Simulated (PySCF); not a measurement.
Charge on either side of a bond

C₆H₁₂F₂O.
SMILES with atom numbers: `[CH3:1][C@H:2]([CH2:3][F:4])[O:5][C:6]([CH3:7])([CH3:8])[F:9]` (hydrogens: H10, H11, H12 on C1; H13 on C2; H14, H15 on C3; H16, H17, H18 on C7; H19, H20, H21 on C8)

Geometry (PBE0-D3(BJ)/def2-SVP, Å), atoms numbered from 1 in this order:
```
atom  x, y, z in Å
C1    -1.567    0.034    1.673
C2    -1.055    0.403    0.299
C3    -2.155    0.443   -0.749
F4    -3.118    1.351   -0.386
O5    -0.122   -0.569   -0.142
C6     1.120   -0.136   -0.571
C7     1.943    0.512    0.528
C8     1.799   -1.324   -1.211
F9     0.931    0.830   -1.558
H10   -1.962   -0.994    1.665
H11   -2.374    0.718    1.971
H12   -0.761    0.087    2.419
H13   -0.592    1.403    0.327
H14   -1.725    0.733   -1.720
H15   -2.616   -0.556   -0.844
H16    2.131   -0.213    1.331
H17    2.905    0.856    0.124
H18    1.422    1.382    0.951
H19    1.160   -1.706   -2.018
H20    2.773   -1.031   -1.625
H21    1.943   -2.121   -0.469
```

Atomic charges (e) from the PBE0/pcSseg-1 density (PySCF):

```csv
atom,Mulliken,IAO,Hirshfeld,ESP-fitted
C1,-0.2149,-0.4215,-0.1267,-0.5474
C2,-0.1032,+0.0819,+0.0347,+0.5260
C3,+0.2350,+0.0398,+0.0139,-0.0666
F4,-0.3374,-0.3281,-0.1146,-0.2274
O5,-0.5046,-0.3979,-0.1227,-0.5727
C6,+0.2172,+0.4904,+0.1711,+0.8421
C7,-0.2067,-0.4422,-0.1321,-0.6349
C8,-0.2115,-0.4268,-0.1314,-0.6249
F9,-0.3346,-0.3475,-0.1126,-0.3252
H10,+0.1166,+0.1423,+0.0412,+0.1568
H11,+0.1278,+0.1528,+0.0434,+0.1412
H12,+0.1186,+0.1413,+0.0411,+0.1322
H13,+0.1260,+0.1261,+0.0336,-0.0045
H14,+0.1150,+0.1471,+0.0388,+0.0990
H15,+0.0997,+0.1342,+0.0404,+0.0993
H16,+0.1239,+0.1502,+0.0479,+0.1707
H17,+0.1300,+0.1529,+0.0482,+0.1641
H18,+0.1265,+0.1458,+0.0441,+0.1644
H19,+0.1295,+0.1579,+0.0455,+0.1673
H20,+0.1236,+0.1484,+0.0474,+0.1647
H21,+0.1234,+0.1530,+0.0488,+0.1756
```

Task: Cut each of the bonds C1–C2, C2–O5, C3–C2, C6–O5, C7–C6 and C8–C6 in turn and sum the charges on the side of the atom named first.

Result: In e; the other side holds the opposite charge:

```
bond cut  piece  atoms  Mulliken     IAO  Hirshfeld  ESP-fitted
   C1–C2    CH3      4    +0.148  +0.015     -0.001      -0.117
   C2–O5  C3H6F     10    +0.283  +0.216     +0.046      +0.309
   C3–C2   CH2F      4    +0.112  -0.007     -0.021      -0.096
   C6–O5  C3H6F     10    +0.221  +0.182     +0.077      +0.264
   C7–C6    CH3      4    +0.174  +0.007     +0.008      -0.136
   C8–C6    CH3      4    +0.165  +0.032     +0.010      -0.117
```

Extremes among these pieces. Mulliken: lowest CH2F at C3, highest C3H6F at C2; IAO: lowest CH2F at C3, highest C3H6F at C2; Hirshfeld: lowest CH2F at C3, highest C3H6F at C6; ESP-fitted: lowest CH3 at C7, highest C3H6F at C2.

Task: Do the schemes agree better on the pieces than on the single atoms at the cuts?

Result: The spread between schemes averages 0.252 e for the pieces and 0.503 e for the atoms named first; it is smaller for the piece at 6 of the 6 cuts. On average they agree better on the pieces. The sign differs between schemes (beyond ±0.03 e) for CH3 at C1, CH2F at C3, CH3 at C7 and CH3 at C8.

One conformer (not necessarily the lowest) at the PBE0-D3(BJ)/def2-SVP geometry, without solvent, vibrations or thermal averaging.

These values come from a run that also computed NMR shieldings. The run took 70 s of wall time on Arm Neoverse N1, one thread, no GPU, shared host with 64 logical CPUs at a one-minute load of 56, and the process peaked at 0.99 GiB of memory.
